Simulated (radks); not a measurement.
Species: the silicon ion Si3+. Configuration: [Ne] 3s1.

Calculated with a radial shooting solver on a logarithmic mesh with Libxc functionals: non-relativistic Kohn-Sham, LDA (Slater exchange, Perdew-Wang correlation), spin-polarised, spherical densities, point nucleus; open shells are filled with parallel spins first.

Energy parts (Ry):
part                       energy
total                  -572.16298
kinetic                 570.90104
electron-nucleus      -1336.77464
Hartree                 231.13089
exchange-correlation    -37.42027

Orbitals (lengths in bohr, moments of r in powers of bohr; <r^-3> diverges for s and p1/2):
[
 {"orbital": "1s up", "occ.": "1", "eigenvalue (Ry)": "-133.1391", "<r>": "0.1120", "<1/r>": "13.53", "<r^-3>": "-", "<r^2>": "0.01688"},
 {"orbital": "1s down", "occ.": "1", "eigenvalue (Ry)": "-133.1231", "<r>": "0.1120", "<1/r>": "13.53", "<r^-3>": "-", "<r^2>": "0.01688"},
 {"orbital": "2s up", "occ.": "1", "eigenvalue (Ry)": "-12.82802", "<r>": "0.5706", "<1/r>": "2.566", "<r^-3>": "-", "<r^2>": "0.3889"},
 {"orbital": "2s down", "occ.": "1", "eigenvalue (Ry)": "-12.80680", "<r>": "0.5697", "<1/r>": "2.568", "<r^-3>": "-", "<r^2>": "0.3874"},
 {"orbital": "2p up", "occ.": "3", "eigenvalue (Ry)": "-9.71389", "<r>": "0.5359", "<1/r>": "2.466", "<r^-3>": "48.28", "<r^2>": "0.3619"},
 {"orbital": "2p down", "occ.": "3", "eigenvalue (Ry)": "-9.69173", "<r>": "0.5344", "<1/r>": "2.469", "<r^-3>": "48.39", "<r^2>": "0.3594"},
 {"orbital": "3s up", "occ.": "1", "eigenvalue (Ry)": "-2.97102", "<r>": "1.837", "<1/r>": "0.7487", "<r^-3>": "-", "<r^2>": "3.847"},
 {"orbital": "3s down", "occ.": "0", "eigenvalue (Ry)": "-2.79401", "<r>": "1.852", "<1/r>": "0.7456", "<r^-3>": "-", "<r^2>": "3.928"},
 {"orbital": "3p up", "occ.": "0", "eigenvalue (Ry)": "-2.33592", "<r>": "2.023", "<1/r>": "0.6691", "<r^-3>": "5.056", "<r^2>": "4.707"},
 {"orbital": "3p down", "occ.": "0", "eigenvalue (Ry)": "-2.16869", "<r>": "2.064", "<1/r>": "0.6580", "<r^-3>": "4.904", "<r^2>": "4.925"},
 {"orbital": "3d up", "occ.": "0", "eigenvalue (Ry)": "-1.50864", "<r>": "2.394", "<1/r>": "0.4999", "<r^-3>": "0.2639", "<r^2>": "6.659"},
 {"orbital": "3d down", "occ.": "0", "eigenvalue (Ry)": "-1.36891", "<r>": "2.528", "<1/r>": "0.4789", "<r^-3>": "0.2432", "<r^2>": "7.488"},
 {"orbital": "4s up", "occ.": "0", "eigenvalue (Ry)": "-1.18978", "<r>": "3.966", "<1/r>": "0.3524", "<r^-3>": "-", "<r^2>": "17.75"},
 {"orbital": "4s down", "occ.": "0", "eigenvalue (Ry)": "-1.14795", "<r>": "4.084", "<1/r>": "0.3414", "<r^-3>": "-", "<r^2>": "18.81"},
 {"orbital": "4f up", "occ.": "0", "eigenvalue (Ry)": "-0.65350", "<r>": "4.840", "<1/r>": "0.2364", "<r^-3>": "0.02130", "<r^2>": "26.43"},
 {"orbital": "4f down", "occ.": "0", "eigenvalue (Ry)": "-0.62497", "<r>": "5.180", "<1/r>": "0.2196", "<r^-3>": "0.01683", "<r^2>": "30.11"}
]

The highest occupied level is 3s up at -40.423 eV. The spin density at the nucleus is 6.951 e/bohr^3 (1s 0.090, 2s -0.074, 3s 6.936), a Fermi contact field of 364 T. The electron density at the nucleus is 1753 e/bohr^3. The density falls to 0.001 e/bohr^3 at r = 3.02 bohr. Summed over all electrons, <r^2> = 6.821 bohr^2, which gives a Langevin (diamagnetic) susceptibility term of -5.4 x 10^-6 cm^3/mol.
